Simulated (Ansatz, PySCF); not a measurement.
C2H7OSi, SMILES C[Si](O)C (connectivity only; charge and spin as stated), charge +1, multiplicity 1. Atoms are numbered in the order given.

```xyz
11

C      1.6104    -0.7937     0.0660
Si     0.0083     0.0786     0.0250
C     -1.6250    -0.7166     0.2595
O      0.1362     1.6554    -0.2478
H      1.7959    -1.1699     1.0887
H      1.5822    -1.6721    -0.6018
H      2.4309    -0.1225    -0.2277
H     -1.8258    -1.3811    -0.6014
H     -2.4454     0.0108     0.3472
H     -1.5998    -1.3567     1.1589
H     -0.5717     2.3160    -0.3044
```
Charge +1, spin multiplicity 1.

Geometry: B3LYP-D3(BJ)/def2-SVP. The spin state was assumed, not searched. The isomer is the one that the SMILES or the coordinates give; other isomers of the formula were not compared. Other conformers were not sampled.

Two levels are set side by side: PBE-D3(BJ)/def2-SVP (Ansatz, a quantum-chemistry and plane-wave program) and B3LYP-D3(BJ)/def2-SVP (Ansatz). Each level has its own optimised geometry; the coordinates shown are those of the second. Frequencies come from the Hessian of PySCF at each geometry. Differences are taken from unrounded values.

```csv
quantity,B3LYP-D3(BJ)
mean bond length (Å),1.285
bond C1–Si2 (Å),1.825
bond Si2–C3 (Å),1.832
bond Si2–O4 (Å),1.605
bond C1–H5 (Å),1.105
bond C1–H6 (Å),1.104
bond C1–H7 (Å),1.100
bond C3–H8 (Å),1.106
bond C3–H9 (Å),1.100
bond C3–H10 (Å),1.104
bond O4–H11 (Å),0.970
highest harmonic wavenumber (cm⁻¹),3818
mean harmonic wavenumber (cm⁻¹),1412
zero-point energy (kcal/mol),54.51
```

What does PBE-D3(BJ) give, and how far is it from B3LYP-D3(BJ)? (The exact figures need the calculation; the answer reports its results.)


| quantity | PBE-D3(BJ) | PBE-D3(BJ) minus B3LYP-D3(BJ) |
|---|---|---|
| mean bond length (Å) | 1.293 | 0.008 |
| bond C1–Si2 (Å) | 1.829 | 0.004 |
| bond Si2–C3 (Å) | 1.836 | 0.005 |
| bond Si2–O4 (Å) | 1.621 | 0.016 |
| bond C1–H5 (Å) | 1.112 | 0.007 |
| bond C1–H6 (Å) | 1.111 | 0.008 |
| bond C1–H7 (Å) | 1.107 | 0.007 |
| bond C3–H8 (Å) | 1.113 | 0.008 |
| bond C3–H9 (Å) | 1.107 | 0.007 |
| bond C3–H10 (Å) | 1.112 | 0.008 |
| bond O4–H11 (Å) | 0.978 | 0.009 |
| highest harmonic wavenumber (cm⁻¹) | 3710 | -108 |
| mean harmonic wavenumber (cm⁻¹) | 1377 | -35 |
| zero-point energy (kcal/mol) | 53.17 | -1.34 |

Exact exchange shortens and stiffens bonds; PBE has none. Differences between two approximate levels are no errors against the true value.
